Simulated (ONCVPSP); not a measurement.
phosphorus: variants of one ONCV potential

Base potential:

phosphorus, optimised norm-conserving Vanderbilt (ONCV), made with ONCVPSP 4.0.1 (PBE, scalar-relativistic). Core [Ne], reference 3s1.5 3p3.5. Waves: 3s: rc 1.25 bohr, ncon 4, nbas 8, qcut 4.6 1/bohr, 2 projectors, debl 3.6 Ha; 3p: rc 1.70 bohr, ncon 3, nbas 6, qcut 4.7 1/bohr, 2 projectors, debl 2.8 Ha; d scattering state at 0.14 Ha: rc 1.50 bohr, ncon 4, nbas 7, qcut 7 1/bohr, 3 projectors, debl 1.4 Ha. Local part: polynomial inside 0.85 bohr (lpopt 1, dvloc0 0 Ha). Core correction: Teter function, fcfact 4.75, rcfact 1.3.

All-electron outer shells of the reference configuration (PBE, scalar-relativistic, ld1.x):

```
shell  level (eV)  outermost node (bohr)  outermost maximum (bohr)
   2s     -174.77                   0.14                      0.42
   2p     -125.27                      –                      0.36
   3s      -14.33                   0.65                      1.58
   3p       -5.80                   0.64                      1.83
```

Cutoffs, loose and tight: the cutoffs (Ha) at which the residual kinetic energy of the hardest occupied pseudo-wave falls to 1 and 0.1 mHa per electron. They do not see the model core or the augmentation charge, which bear on the density cutoff. Test errors are all-electron minus pseudo excitation energies from the reference, over the configurations 3s2 3p3; 3s2 3p2; 3s2 3p1; 3s1 3p4. A dash means not determined; rows that change the core or the reference have their own tests.

A true bound ghost makes a file unfit for plane-wave use even where its test errors are small: the radial tests pick states by their node count and pass the ghost by.

```csv
change,outcome,"cutoff, loose","cutoff, tight",bound ghosts,GHOST(+) flags above zero,largest test error (meV)
base,generated,19 Ha,105 Ha,d,"s, d",+11
"local potential polynomial inside 0.85 bohr (lpopt 1, dvloc0 6.5 Ha)",generated,19 Ha,105 Ha,d,s,+10
p: qcut 6.6,generated,19 Ha,105 Ha,d,"s, d",+12
p: qcut 6.9,generated,19 Ha,105 Ha,d,"s, d",+12
```

(1) What comes out with this change to the base: s: nproj 0; local potential the s channel?

(2) What comes out with this change to the base: all radii but the core radius scaled by about 0.78 (s 0.98, p 1.32, d 1.16 bohr); local potential polynomial inside 0.66 bohr (lpopt 1, dvloc0 0 Ha)?

(3) What comes out with this change to the base: functional PBEsol?

Results:

(1) outcome: generated; cutoff, loose: 19 Ha; cutoff, tight: 105 Ha; bound ghosts: none; GHOST(+) flags above zero: none; largest test error (meV): +14.

(2) outcome: failed: optimize: ERROR ps0norm > uunorm, code will stop. Cause: the continuity conditions at rc already need more norm inside rc than the all-electron wave has, so norm conservation cannot be met.

(3) outcome: generated; cutoff, loose: 21 Ha; cutoff, tight: 105 Ha; bound ghosts: d; GHOST(+) flags above zero: s, d; largest test error (meV): +10.
